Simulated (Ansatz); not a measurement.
Cost and result for the atomization energy of CH3NSSi, SMILES `SC1=N[SiH2]1` (7 atoms, 7 bonds).

Charge 0, multiplicity 1. The geometry is a stationary point of PBE0-D4/def2-TZVP. It is one conformer, not always the lowest. Program: Ansatz. All runs use 2 threads of an Arm Neoverse V1 on a shared host. Times are those of one run each, without the atoms' runs, and a repeat can differ threefold. Electronic energies, without spin–orbit coupling; frozen cores. CCSD(T)/CBS adds CCSD(T) − MP2 in def2-TZVPP to the MP2 limit, and its time is that of the two runs behind it. T1 = 0.016. B3LYP takes the VWN-RPA correlation (the form of Gaussian; ORCA's B3LYP/G).

CCSD(T)/CBS is a level of theory with its own doubt, some kJ/mol a heavy atom from the limit and from the frozen cores, so smaller differences don't rank the functionals.

```tsv
level	functions	wall time
LDA (SPW92)/def2-TZVPP	188	1.2 s
CCSD(T)/def2-SVP	79	1.8 s
BHLYP-D4/def2-TZVPP	188	2.8 s
CAM-B3LYP-D4/def2-TZVPP	188	3.2 s
B3LYP-D4/def2-TZVPP (with forces)	188	4.2 s
r2SCANh-D4/def2-TZVPP	188	4.5 s
B2PLYP/def2-TZVPP	188	4.9 s
r2SCAN-D4/def2-TZVPP (with forces)	188	5 s
B97M-V/def2-TZVPP	188	8 s
ωB97M-V/def2-TZVPP (with forces)	188	11 s
MP2/def2-QZVPP	344	15 s
CCSD(T)/def2-TZVPP	188	40 s
CCSD(T)/CBS(def2)	–	55 s
```

Q: What atomization energy does each give, and how far from CCSD(T)/CBS? (Estimate.)

A: Computed: 
```
                             level  atomization (kcal/mol)  difference from CCSD(T)/CBS  per bond
            LDA (SPW92)/def2-TZVPP                   670.2                        102.9      14.7
                  CCSD(T)/def2-SVP                   519.5                        -47.8      -6.8
               BHLYP-D4/def2-TZVPP                   543.0                        -24.3      -3.5
           CAM-B3LYP-D4/def2-TZVPP                   568.6                          1.3       0.2
 B3LYP-D4/def2-TZVPP (with forces)                   569.6                          2.3       0.3
             r2SCANh-D4/def2-TZVPP                   565.5                         -1.8      -0.3
                 B2PLYP/def2-TZVPP                   561.8                         -5.5      -0.8
r2SCAN-D4/def2-TZVPP (with forces)                   572.1                          4.8       0.7
                 B97M-V/def2-TZVPP                   576.1                          8.8       1.3
  ωB97M-V/def2-TZVPP (with forces)                   573.5                          6.2       0.9
                    MP2/def2-QZVPP                   573.4                          6.1       0.9
                CCSD(T)/def2-TZVPP                   546.1                        -21.2      -3.0
                 CCSD(T)/CBS(def2)                   567.3                          0.0       0.0
```

From BLYP to BHLYP (50 % exact exchange), in def2-TZVPP and without D4, the atomization energy moves by −28.5 kcal/mol: exact exchange takes away binding that semilocal exchange gives to molecules. In def2-TZVPP, CCSD(T) changes the Hartree–Fock value by +180.8 kcal/mol (the triples alone add +15.1 kcal/mol) and MP2 by +195.3 kcal/mol; breaking electron pairs costs correlation energy, which Hartree–Fock lacks. Leaving LDA and LC-ωPBE aside and taking each functional with its dispersion term where it has one, the values, not all of them listed here, spread over 48.3 kcal/mol, from BHLYP-D4 to PBE-D4. LDA lies +82.8 kcal/mol from PBE without D4, its usual overbinding.
